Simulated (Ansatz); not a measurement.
RuCl3. Charge 0, multiplicity 2. Geometry r2SCAN-D4/def2-SVP.

```xyz
4

Ru   -0.0454   -0.1822    0.1344
Cl    0.0005    0.8636    2.0899
Cl    1.5425    0.6447   -1.1482
Cl   -1.4977   -1.3261   -1.0761
```

In the def2 sets Ru takes a core potential; there is no spin–orbit coupling. At PBE-D4/def2-TZVP, r2SCAN-D4/def2-TZVP, PBE0-D4/def2-TZVP the charge 0 doublet is spin-contaminated (final ⟨S²⟩ up to 1.54, 0.75 for a pure state). Another isomer (quartet) lies 0.52 eV lower at PBE0-D4/def2-TZVP; other spin states weren't run for this one.

Task: Estimate the α-spin orbital energies around the gap (eV) in Ansatz with PBE-D4/def2-TZVP, r2SCAN-D4/def2-TZVP, PBE0-D4/def2-TZVP.

Result: 
```json
{"orbital": "HOMO−5", "PBE-D4/def2-TZVP": "-8.96", "r2SCAN-D4/def2-TZVP": "-9.19", "PBE0-D4/def2-TZVP": "-10.25"}
{"orbital": "HOMO−4", "PBE-D4/def2-TZVP": "-8.85", "r2SCAN-D4/def2-TZVP": "-9.01", "PBE0-D4/def2-TZVP": "-10.03"}
{"orbital": "HOMO−3", "PBE-D4/def2-TZVP": "-8.40", "r2SCAN-D4/def2-TZVP": "-8.63", "PBE0-D4/def2-TZVP": "-9.58"}
{"orbital": "HOMO−2", "PBE-D4/def2-TZVP": "-6.61", "r2SCAN-D4/def2-TZVP": "-7.90", "PBE0-D4/def2-TZVP": "-9.09"}
{"orbital": "HOMO−1", "PBE-D4/def2-TZVP": "-6.40", "r2SCAN-D4/def2-TZVP": "-6.69", "PBE0-D4/def2-TZVP": "-8.01"}
{"orbital": "HOMO", "PBE-D4/def2-TZVP": "-6.22", "r2SCAN-D4/def2-TZVP": "-6.67", "PBE0-D4/def2-TZVP": "-7.99"}
{"orbital": "LUMO", "PBE-D4/def2-TZVP": "-5.63", "r2SCAN-D4/def2-TZVP": "-5.61", "PBE0-D4/def2-TZVP": "-4.85"}
{"orbital": "LUMO+1", "PBE-D4/def2-TZVP": "-5.21", "r2SCAN-D4/def2-TZVP": "-5.14", "PBE0-D4/def2-TZVP": "-4.43"}
{"orbital": "LUMO+2", "PBE-D4/def2-TZVP": "-0.91", "r2SCAN-D4/def2-TZVP": "-0.71", "PBE0-D4/def2-TZVP": "-0.41"}
{"orbital": "LUMO+3", "PBE-D4/def2-TZVP": "-0.05", "r2SCAN-D4/def2-TZVP": "0.15", "PBE0-D4/def2-TZVP": "0.39"}
{"orbital": "LUMO+4", "PBE-D4/def2-TZVP": "0.70", "r2SCAN-D4/def2-TZVP": "1.34", "PBE0-D4/def2-TZVP": "1.28"}
{"orbital": "LUMO+5", "PBE-D4/def2-TZVP": "0.83", "r2SCAN-D4/def2-TZVP": "1.57", "PBE0-D4/def2-TZVP": "1.43"}
{"orbital": "β HOMO", "PBE-D4/def2-TZVP": "-5.94", "r2SCAN-D4/def2-TZVP": "-6.44", "PBE0-D4/def2-TZVP": "-7.80"}
{"orbital": "β LUMO", "PBE-D4/def2-TZVP": "-5.48", "r2SCAN-D4/def2-TZVP": "-5.28", "PBE0-D4/def2-TZVP": "-4.55"}
```
